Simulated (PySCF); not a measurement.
# Computed properties of Ta(O)(Cl)2(Me) (CH₃Cl₂OTa), SMILES [Cl][Ta]([CH3])(=[O])[Cl], multiplicity 1

CH₃Cl₂OTa, SMILES [O]=[Ta]([Cl])([Cl])[CH3], multiplicity 1. Geometry: B3LYP-D3(BJ)/def2-SVP. The multiplicity is an assumed one; no other spin state was optimised. The structure was generated by enumeration; whether it is a known compound was not checked. The def2 effective core potentials stand for the cores of Ta; spin–orbit coupling is left out. Other conformers were not sampled. All values are computed for the isolated molecule unless a solvent is named; none is compared with measurement here.

**Structure.** The optimised structure has Cs symmetry. All 18 harmonic modes at B3LYP-D3(BJ)/def2-SVP (PySCF) are real, so it is a minimum. With heavy atoms numbered as in [Ta:1](=[O:2])([Cl:3])([Cl:4])[CH3:5], the shortest bond between them is Ta1–O2 at 1.718 Å and the longest Ta1–Cl4 at 2.319 Å.

**Vibrations.** The strongest infrared lines (harmonic, unscaled, degenerate partners summed) lie at 1008 cm⁻¹ (133 km/mol, O 91 %, Ta 8 %), 403 cm⁻¹ (70 km/mol, Cl 68 %, Ta 25 %), 540 cm⁻¹ (40 km/mol, C 69 %, H 22 %, Ta 8 %). The softest mode is at 96 cm⁻¹ and the zero-point energy is 25.3 kcal/mol.

**Electronic structure.** B3LYP/def2-TZVP (PySCF) places the frontier levels at -8.93 and -2.82 eV, a gap of 6.11 eV, and gives a dipole moment of 2.34 D and a mean polarisability of 78.4 bohr³. PBE/def2-TZVP (PySCF) at the same geometry gives -7.79 and -3.42 eV, so its gap is 1.74 eV narrower. An orbital gap is neither the optical nor the fundamental gap.

**Excitations.** TDDFT-CAM-B3LYP/def2-SVPD (PySCF) has S1 at 4.85 eV (255 nm, f = 0.000, dark); the most intense of the 10 singlets computed lies at 5.71 eV (f = 0.03). T1 (TDA) is at 4.45 eV. TDDFT-PBE/def2-SVPD (PySCF) puts S1 at 4.44 eV. No vertical singlet excitation falls in the visible range (under 3.1 eV).
